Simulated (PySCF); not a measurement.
**O (oxygen, neutral): UHF calculation**

Configuration: [He] 2s1 2p5, high-spin 3P determinant (an excited configuration). Computed with PySCF 2.14 in aug-cc-pVDZ-DK, with scalar relativity by spin-free X2C-1e.

```
Total energy                                                  : -74.223743 hartree
One-electron energy                                           : -102.3940 hartree
Hartree (Coulomb) energy                                      : 36.2173 hartree
Exchange energy                                               : -8.0471 hartree
⟨S²⟩                                                          : 2.0397
⟨L²⟩                                                          : 2.004
Sum of ⟨r⟩                                                    : 7.838 bohr
Sum of ⟨r²⟩                                                   : 12.24 bohr²
Traceless quadrupole moment −½Σ⟨3z² − r²⟩ along its main axis : 1.05 e·bohr²
Langevin diamagnetic susceptibility                           : -9.69 ×10⁻⁶ cm³/mol
```

```json
{"shell": "1s α", "electrons": "1", "mean orbital energy (eV)": "-566.38", "spread (eV)": "0", "rms radius, mean of both spins (bohr)": "0.231"}
{"shell": "1s β", "electrons": "1", "mean orbital energy (eV)": "-562.68", "spread (eV)": "0", "rms radius, mean of both spins (bohr)": "0.231"}
{"shell": "2s α", "electrons": "1", "mean orbital energy (eV)": "-40.300", "spread (eV)": "0", "rms radius, mean of both spins (bohr)": "1.22"}
{"shell": "2p α", "electrons": "3", "mean orbital energy (eV)": "-19.835", "spread (eV)": "2.408", "rms radius, mean of both spins (bohr)": "1.46"}
{"shell": "2p β", "electrons": "2", "mean orbital energy (eV)": "-12.156", "spread (eV)": "0", "rms radius, mean of both spins (bohr)": "1.46"}
```

Spin-orbit constants ζ (cm⁻¹) from the X2C one-electron operator on these orbitals: bare nucleus, nucleus screened by l(l+1)(2l+1)/3 electrons, and screened by the Breit-Pauli mean field of the electrons.

| shell | bare | screened nucleus | mean field |
| --- | --- | --- | --- |
| 2p | 242.5 | 181.9 | 154.4 |

To first order the Landé constant is A = -77.22 cm⁻¹, so the lowest level has J = 2 and lies 0.00957 eV below the centre of the term. This holds in LS coupling only.
